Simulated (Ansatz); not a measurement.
Molecule (SMILES): [BH]N (BH-NH2), doublet.
Atoms: B1, N2, H3, H4, H5. Bonds: B1-N2, B1-H3, N2-H4, N2-H5.

Basis-set convergence of the highest harmonic wavenumber at HF with Ansatz (a program for electronic structure). Each level at its own minimum, finite differences of forces, unscaled; the reference is a large set that could be run, not a limit. Cartesian d functions, on some or all atoms, in 6-31G*, 6-31G**; all else is spherical. The program fits the integrals of some runs and decomposes those of others, by size. Open shells are unrestricted. No added dispersion term, no relativity. Reference: the value in aug-pcseg-2, 3888 cm⁻¹, itself unsure by roughly 4 cm⁻¹ (its mean distance from aug-cc-pVTZ, def2-TZVPPD). Deviations are taken from unrounded values.

```
basis            functions  highest harmonic wavenumber (cm⁻¹)  minus reference (cm⁻¹)
---------------  ---------  ----------------------------------  ----------------------
3-21G                   24                                3799                     -90
6-31G                   24                                3904                      16
pcseg-0                 24                                3746                    -142
def2-SV(P)              34                                3832                     -56
6-31G*                  36                                3899                      11
cc-pVDZ                 43                                3892                       4
def2-SVP                43                                3897                       9
6-31G**                 45                                3918                      30
6-311+G**               62                                3888                       0
aug-cc-pVDZ             73                                3891                       3
6-311++G(2d,2p)         84                                3899                      11
def2-TZVPP             104                                3887                      -1
aug-cc-pVTZ            161                                3882                      -7
```
